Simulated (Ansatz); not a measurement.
Basis-set extrapolation for C3H2F4, SMILES `F[C@H]1[C@H](F)C1(F)F` (PBE0-D4/def2-TZVP geometry, frozen core, Ansatz 0.2.0). Multiplicity 1, RHF reference.

|  | def2-TZVPP | def2-QZVPP |
| --- | --- | --- |
| HF | -512.666775 | -512.688738 |
| MP2 correlation | -1.459898 | -1.587741 |
| CCSD(T) correlation | -1.527078 | not run |

Energies in hartree. Use E(X) = E(∞) + A·exp(−7.88·√X) for Hartree–Fock and E(X) = E(∞) + B·X^(−2.97) for correlation, with X = 3 and 4, and add CCSD(T) minus MP2 of the smaller set to the MP2 limit.

**Question.** What is the CCSD(T) energy at the basis-set limit?

**Answer.** HF limit: -512.688738 + (-0.021963) × 0.13774 = -512.69176. MP2 limit: -1.587741 + (-0.127843) × 0.74074 = -1.68244. Higher-order term: -1.527078 − (-1.459898) = -0.06718. Total: -514.44138 hartree, 649.9 kJ/mol below CCSD(T)/def2-TZVPP.
